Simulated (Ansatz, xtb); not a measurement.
# Relaxing a trial structure of FGeH3Sb+

The starting geometry of this gas-phase triplet was built from a drawn formula by distance geometry and a force field; its bonds are those of `[F][Ge][SbH3+]`.

```json
{"atom": "F", "x (Å)": "-2.4904", "y (Å)": "-2.9078", "z (Å)": "0.3276"}
{"atom": "Ge", "x (Å)": "-1.1483", "y (Å)": "-3.1859", "z (Å)": "1.3935"}
{"atom": "Sb", "x (Å)": "0.4510", "y (Å)": "-1.1375", "z (Å)": "1.3862"}
{"atom": "H", "x (Å)": "0.8239", "y (Å)": "-1.2268", "z (Å)": "-0.3644"}
{"atom": "H", "x (Å)": "1.6066", "y (Å)": "-1.8255", "z (Å)": "2.5272"}
{"atom": "H", "x (Å)": "-0.7112", "y (Å)": "0.0421", "z (Å)": "1.9089"}
```

Predict what becomes of its bonds when it is optimised with r2SCAN-D4/def2-SVP.

It keeps its bonds, and is `[F][Ge][SbH3+]`.

The energy falls by 0.70 eV over 8 steps:

| step | E − E(last) (eV) |
| --- | --- |
| 1 | 0.698 |
| 2 | 0.097 |
| 3 | 0.019 |
| 4 | 0.013 |
| 5 | 0.003 |
| 6 | 0.001 |
| 7 | 0.000 |
| 8 | 0.000 |

Final geometry (Å):

```xyz
6

F    -2.6575   -3.1046    0.3341
Ge   -1.3103   -3.3697    1.3862
Sb    0.3128   -1.2983    1.3487
H     1.0055   -0.9674   -0.1577
H     1.5661   -1.6553    2.4075
H    -0.3850    0.1538    1.8602
```

From the same start GFN2-xTB ends elsewhere, differing in Ge2–H5 (1.95 against 3.50 Å here), Sb3–H5 (2.51 against 1.68 Å here).

No frequencies were run, so the end isn't proven a minimum. Open shells are spin-unrestricted. The triplet needn't be the ground state. Atoms past krypton carry core potentials, without spin–orbit terms. Run with Ansatz 0.2.0, 120 s on 1 thread of Intel(R) Xeon(R) Processor @ 2.50GHz (Skylake/Cascade Lake) (shared host).
